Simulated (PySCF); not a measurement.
**Computed NMR parameters against published values**

Bonds (- single, = double, # triple, : aromatic): C1-Si2, Si2-C3, Si2-C4, Si2-O5, O5-C6, C6:C7, C7:C8, C8:C9, C9:C10, C10:C11, C11:C6. C1 carries H12, H13, H14; C3 carries H15, H16, H17; C4 carries H18, H19, H20; C7 carries H21; C8 carries H22; C9 carries H23; C10 carries H24; C11 carries H25.

- shielding tensors at PBE0/pcSseg-1 (GIAO)
- PBE0-D3(BJ)/def2-SVP structure
- program: PySCF 2.14.0 with density-fitted response routines
- non-relativistic Hamiltonian, a single conformation, no solvent, fast rotation and ring inversion assumed for equivalent nuclei

Reference values: estimated from measurements, as parent shift plus tabulated substituent increment (solution, not stated per compound (mostly CDCl3 or CCl4); Pretsch, Buehlmann, Badertscher, Structure Determination of Organic Compounds, 4th ed. (2009)).
| atoms | quantity | reference | computed | computed, scaled |
| --- | --- | --- | --- | --- |
| C8/C10 | δ ¹³C | 129.4 | 135.1 | 129.9 |
| C9 | δ ¹³C | 121.4 | 124.5 | 119.7 |
| C7/C11 | δ ¹³C | 120.1 | 122.9 | 118.1 |

Computed shifts are σ(ref) − σ with the named reference compound (TMS for H and C) calculated as an isolated molecule at the same level. The measured values may be among those fitted. Shieldings were converted by linear fits to measured shifts (mostly CDCl3, TMS scale, for H and C): ¹³C: δ = 177.62 − 0.967σ (rms 1.9 ppm, 956 shifts, 2.2 ppm with the 22 outliers that the fit left out). Occasional misses reach two or three times the rms, and more in compound classes unlike the fitted ones.

Q: How far are the unscaled ¹³C shifts from the references?

A: Mean signed difference +3.87 ppm, mean absolute 3.87 ppm over 3 comparisons; the largest is +5.7 ppm at C8/C10 (aromatic CH).
